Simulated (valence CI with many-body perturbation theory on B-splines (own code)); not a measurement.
# Missing levels of Zr XXVI

Level of theory: valence CI with perturbative core correlation (CI+MBPT): five valence electrons over a frozen Dirac-Fock core [Ne], radial functions for each j: 11 s, 11 p, 10 d, 8 f, 5 g, 2 h, with the one-electron correlation potential Σ1, the two-electron term Σ2, the three-electron term Σ3, Breit, model QED; selected CI, second order for the rest, scaled by the run's own slope (own B-spline code, finite nucleus).

No measured spectrum was set against this ion. As an estimate, levels of excited configurations hold to 0.05 to 0.15 % of their energy, terms of the ground configuration to about 0.5 %. Among the levels kept, up to 3700 cm⁻¹ of a level comes from second order outside the variational space, and about a tenth of that is noise between levels of different J, which matters for small intervals.

| Level | E (cm⁻¹) |
| --- | --- |
| 3s2.3p3 4S°_3/2 | 0 |
| 3s2.3p3 2D°_3/2 | ? |
| 3s2.3p3 2D°_5/2 | ? |
| 3s2.3p3 2P°_1/2 | 216150 |
| 3s2.3p3 2P°_3/2 | 334310 |
| 3s.3p4 4P_5/2 | 645070 |
| 3s.3p4 4P_3/2 [a] | 720560 |
| 3s.3p4 4P_1/2 | 738040 |
| 3s.3p4 4P_3/2 [b] | 800950 |
| 3s.3p4 2D_5/2 | 852620 |
| 3s2.3p2.3d 4F_3/2 | ? |
| 3s2.3p2.3d 4F_5/2 | 883590 |
| 3s2.3p2.3d 2P_3/2 [a] | 902230 |
| 3s2.3p2.3d 2P_1/2 [a] | 909850 |
| 3s2.3p2.3d 2F_5/2 | ? |
| 3s2.3p2.3d 4F_7/2 | ? |
| 3s2.3p2.3d 4D_1/2 | 970040 |
| 3s2.3p2.3d 2F_7/2 [a] | 970670 |
| 3s2.3p2.3d 4D_3/2 | 988560 |
| 3s2.3p2.3d 4F_9/2 | ? |

Names give the largest LS component (configuration and term), which can be under half, so a name can repeat, a term be missing and a line seem to break the LS rules; names also repeat where a configuration has a term twice. Letters in brackets count levels of one name in rising energy.

Question: The levels stand in rising order. What does the calculation give for the missing energies?

Answer: 3s2.3p3 2D°_3/2 123200; 3s2.3p3 2D°_5/2 162560; 3s2.3p2.3d 4F_3/2 854060; 3s2.3p2.3d 2F_5/2 936670; 3s2.3p2.3d 4F_7/2 958270; 3s2.3p2.3d 4F_9/2 1001800.
